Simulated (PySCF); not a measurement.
Yb⁺ (ytterbium, charge +1) across methods

[Xe] 4f13 5d1 6s1, one real determinant (an excited configuration). All numbers are calculated (PySCF 2.14, the spin-free X2C one-electron Hamiltonian (Gaussian nucleus), in x2c-TZVPPall (11s7p7d4f2g, 113 functions)).

```
method  E (hartree)  mean ε 4f β (eV)  mean ε 6s α (eV)  mean ε 5d α (eV)  Σ⟨r²⟩ (bohr²)   ⟨S²⟩
   LDA    -14049.92           -16.022           -10.772            -8.780          53.32  3.750
   PBE    -14059.31           -15.733           -10.521            -8.785          53.59  3.750
  PBE0    -14059.09           -18.916           -11.093            -9.818          53.48  3.751
r2SCAN    -14059.44           -15.671           -10.599            -9.138          53.29  3.751
```

(1) Estimate the same row for UHF.

⟨L²⟩ = 18.00 against 30 for a pure H term, so this real determinant mixes terms. Spin-orbit coupling, absent here, splits the open shell strongly.

Results:

(1) E (hartree) = -14054.40122; mean ε 4f β (eV) = -27.730; mean ε 6s α (eV) = -12.406; mean ε 5d α (eV) = -12.331; Σ⟨r²⟩ (bohr²) = 54.23; ⟨S²⟩ = 3.753.
